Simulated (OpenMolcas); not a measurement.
A calculation on Mo³⁺.

```json
{"Program": "OpenMolcas", "Method": "SS-CASPT2, IPEA 0.25 Eh, imaginary shift 0.1 Eh (closed shells correlated: 4s 4p)", "Basis": "ANO-RCC-VQZP [8s7p5d3f2g1h]", "Scalar Hamiltonian": "DKH2, point nucleus", "Active space": "3 electrons in 10 orbitals (4d 5d)", "State averaging": "2S+1 = 4 even, 10 roots; 2S+1 = 2 even, 40 roots", "Spin-orbit coupling": "RASSI with atomic mean-field integrals over the reference wave functions, term energies averaged over their components"}
```

Problem. Which level of the active space comes out lowest?

Solution. 4d3 4F 3/2, with 99 % of that term; it is also the measured ground level.

Problem. How high does 4d3 2P 1/2 lie?

Solution. 13810 cm-1 above the lowest level; measured 14348 cm-1 above the ground level, so the calculation is off by -4 %.

Problem. How high does 4d3 2H 11/2 lie?

Solution. 16600 cm-1 above the lowest level; measured 16357 cm-1 above the ground level, so the calculation is off by +1 %.

Problem. How high does 4d3 4P 1/2 lie?

Solution. 10480 cm-1 above the lowest level; measured 10338 cm-1 above the ground level, so the calculation is off by +1 %.

Problem. The level at 13980 cm-1 has J = 3/2. What is it made of, and what is its g factor?

Solution. 50 % 4d3 2P 3/2, 30 % 4d3 2D(1), 20 % 4d3 4P; g = 1.247, against 1.334 from Landé's formula for the pure leading term.

Measured values: Sugar and Musgrove, J. Phys. Chem. Ref. Data 17, 155 (1988).

Term energies are means over components that CASPT2 splits; among the terms shown or strongly mixed into the levels shown the widest spread is 500 cm-1 (4d3 4F). Active for correlation alone: 5d; no level in the range computed is led by a configuration that fills it, so any true level of that kind is missing. Measured partners are found by configuration, term and J. A level has none where our copy of the source lacks it or the pairing is in doubt (some pairs that miss far off the trend of their configuration count as doubtful), and it then counts in no deviation. Only configurations of the active space appear.

A number in round brackets counts repeated terms of one configuration in the order of the reference energies.
